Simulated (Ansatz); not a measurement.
C$_{8}$H$_{8}$O$_{3}$, SMILES `COc1ccc(C(=O)O)cc1`. The species carries charge 0 and has multiplicity 1.

```xyz
19

C     1.6679   -0.2109   -2.9673
O     1.9840   -0.4683   -1.6189
C     1.0317   -0.2605   -0.6917
C     1.3976   -0.5310    0.6292
C     0.4897   -0.3479    1.6448
C    -0.8009    0.1078    1.3703
C    -1.7332    0.2862    2.4953
O    -1.4707    0.0693    3.6516
O    -2.9484    0.7276    2.1141
C    -1.1589    0.3750    0.0552
C    -0.2537    0.1947   -0.9772
H     1.4018    0.8398   -3.1218
H     0.8469   -0.8470   -3.3138
H     2.5657   -0.4414   -3.5376
H     2.4025   -0.8839    0.8258
H     0.7583   -0.5532    2.6739
H    -3.4669    0.8056    2.9260
H    -2.1580    0.7287   -0.1647
H    -0.5553    0.4095   -1.9931
```

(1) Give the diagnostics of a CCSD(T)/def2-TZVPP run (frozen core, Ansatz 0.2.0). (Best estimate.)

Results:

(1) Ansatz gave: T1 = 0.0141, largest single amplitude 0.033, largest double 0.073, (T) share of the correlation energy 4.7 %, 12 CCSD cycles. The RHF solution is unstable towards an unrestricted one. T1 lies under the customary mark of 0.02 for closed shells.
